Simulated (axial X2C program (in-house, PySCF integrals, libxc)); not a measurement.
The numbers below are computed, except where a source is named.
## AsO: input and output

Program: an in-house all-electron X2C program for linear molecules (integrals from PySCF).

Input file and command:
```json
{"zs": [33, 8], "q": 0, "bas": ["dyall-cv3z", "dyall-av3z"], "levels": ["PBE0", "HF", "PW91"], "cc": true, "r0": 1.71, "thr": -2.0, "nmax": 90, "npts": 10, "nst": 2, "ntry": 6}
```
```bash
python so2c.py task.json out
```

Keys: zs atomic numbers; q charge; bas basis sets; levels methods; cc coupled cluster on or off; r0 starting distance in Å; thr threshold in hartree for freezing inner shells (an s shell follows its p shell); nmax most natural virtual spinors; npts points on the curve; nst determinants followed; ntry starts of the search. HF also brings MP2.

Output of the HF step, 2c, at R = 1.616 Å for the state Ω = 1/2. It starts from PBE0 orbitals of this distance.

```
two-component X2C + atomic mean field  HF
basis functions 157  fitting functions 872  grid points 5075
iter        total energy     max residual
   1      -2333.221434362     2.45e-01
   2      -2333.248109871     7.77e-03
   3      -2333.249019781     6.99e-03
   4      -2333.249488203     3.05e-03
   5      -2333.249603755     1.24e-03
   6      -2333.249629543     8.28e-04
   7      -2333.249650423     6.20e-04
   8      -2333.249667635     7.33e-04
   9      -2333.249680659     7.59e-04
  10      -2333.249683128     7.62e-04
  11      -2333.249583005     6.42e-04
  12      -2333.249468308     6.37e-04
  13      -2333.249618106     8.84e-04
  14      -2333.249716432     1.03e-03
  15      -2333.249001069     2.98e-03
  16      -2333.249613231     1.06e-03
  17      -2333.249509961     1.20e-03
  18      -2333.249514572     1.17e-03
  19      -2333.249495310     1.22e-03
  20      -2333.249511705     1.18e-03
  21      -2333.249511327     1.18e-03
  22      -2333.249497463     1.19e-03
  23      -2333.221434362     2.64e-01
  24      -2333.248112057     1.06e-02
  25      -2333.248984880     1.65e-02
  26      -2333.249573973     4.13e-03
  27      -2333.249619831     1.38e-03
  28      -2333.249646990     1.89e-03
  29      -2333.249667409     1.02e-03
  30      -2333.249694882     1.28e-03
  31      -2333.249763125     2.03e-03
  32      -2333.250060191     7.69e-03
  33      -2333.250110162     1.19e-02
  34      -2333.250562877     1.14e-02
  35      -2333.252786689     1.36e-02
  36      -2333.253796554     1.33e-02
  37      -2333.254502976     2.81e-03
  38      -2333.254653261     1.38e-03
  39      -2333.254683387     7.59e-04
  40      -2333.254690720     1.14e-04
  41      -2333.254691043     5.94e-05
  42      -2333.254691133     2.12e-05
  43      -2333.254691140     1.08e-05
  44      -2333.254691143     3.80e-06
  45      -2333.254691143     2.43e-06
converged
one-electron -3419.90167121  Coulomb 1091.96256910  exact exchange -90.95610565  xc functional 0.00000000  nuclear repulsion 86.44974238  atomic mean-field constant -0.80922576
correlated 11  virtual 231  natural virtual 90  E(MP2) -0.330051321  MP2 remainder -0.012214531
iter   CCSD correlation   residual
   1     -0.320011675   1.65e-01
   2     -0.334002436   9.45e-02
   3     -0.345529533   6.61e-02
   4     -0.352003742   3.99e-02
   5     -0.354446324   1.78e-02
   6     -0.355425364   7.60e-03
   7     -0.355553714   2.91e-03
   8     -0.355617193   1.46e-03
   9     -0.355554826   7.48e-04
  10     -0.355584851   3.64e-04
  11     -0.355578214   1.57e-04
  12     -0.355578807   8.43e-05
  13     -0.355576123   4.50e-05
  14     -0.355574417   1.98e-05
  15     -0.355573976   7.19e-06
  16     -0.355573763   2.89e-06
  17     -0.355573643   1.46e-06
  18     -0.355573612   7.38e-07
  19     -0.355573566   2.99e-07
  20     -0.355573560   1.39e-07
(T) -0.018037215  T1 0.1271  D1 0.3400  max T2 0.114
```
Energies are in hartree; totals compare only within one Hamiltonian and basis. T1 is large, a sign of multireference character or of a spin-contaminated reference. Where the energy jumps back up, the SCF was restarted by another method. T1 in the output is the amplitude norm over the root of the electron number; divide by √2 for the Lee–Taylor value. The determinant is spin-polarised beyond a pure state at some levels (its spin-free form has ⟨S²⟩ too high), which makes Re and μ there less reliable.
